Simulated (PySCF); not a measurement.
Input of a run (PBE0-D3(BJ)/def2-SVP geometry optimisation, gas phase (PySCF 2.14.0)), started from a GFN2-xTB structure with every atom displaced at random (by about 0.01 Å):
```
{"job": {"xc": "PBE0", "basis": "def2-SVP", "d3": "d3bj", "grid": 1, "shake": 0.01, "kind": "geom"}, "charge": 0, "multiplicity": 1}
N     -1.650540    -0.825650     0.242590
Ge    -0.587440     0.511630    -0.386890
Cl    -1.093040     2.372540     0.536480
Ge     1.736160    -0.114380    -0.046560
H     -2.669120    -0.636380     0.185930
H     -1.461040    -1.182110     1.145050
H     -1.012230     0.669890    -1.833920
H      2.561170     0.059230    -1.275230
H      1.843760    -1.550430     0.371460
H      2.382740     0.674740     1.040030
```

Output (energies in Eh, forces in Eh/bohr):
```
step   0  E = -4671.17840311  max force = 0.024510
step   1  E = -4671.18325270  max force = 0.007390
step   2  E = -4671.18392805  max force = 0.002267
step   3  E = -4671.18409363  max force = 0.002014
step   4  E = -4671.18413299  max force = 0.002017
step   5  E = -4671.18413598  max force = 0.000977
step   6  E = -4671.18414149  max force = 0.000239
optimisation converged
```

Question: Summarise the run.

Answer: The energy falls by 15.1 kJ/mol over 7 energy and gradient evaluations, the largest force component goes from 0.0245 to 2.4e-04 Eh/bohr, and the atoms move by 0.099 Å rms after alignment. The bond that changes most is Ge2–Cl3 (ends: germanium bonded to Cl, Ge, N and H; chlorine bonded to Ge), which lengthens by 0.058 Å. Bonds longer at the end by more than 0.005 Å: 6 of 9; shorter: 2. Among the angles that change most is Cl3–Ge2–Ge4, from 112.9° to 105.3°. Among the dihedrals that turn most is H6–N1–Ge2–Cl3, from -76° to -65°. The energy never rose by more than 1e-6 Eh on the way. The first step brought 85 % of the lowering.

Question: What are the final bond lengths?

Answer: N1–Ge2 1.822 Å, Ge2–Cl3 2.196 Å, Ge2–Ge4 2.424 Å, N1–H5 1.017 Å, N1–H6 1.017 Å, Ge2–H7 1.537 Å, Ge4–H8 1.539 Å, Ge4–H9 1.539 Å, Ge4–H10 1.537 Å. Numbering counts from 1 in the input's order; the species is `[NH2][Ge@@H]([Cl])[GeH3]`.

The run used 126 basis functions and 47 SCF cycles in all. Hardware: Arm Neoverse V1, one thread, shared host with 32 logical CPUs at a one-minute load of 15. Cost: 59 s wall, 0.53 GiB resident at most.

Stationary, but not proved a minimum. The numbers are those of one conformer.
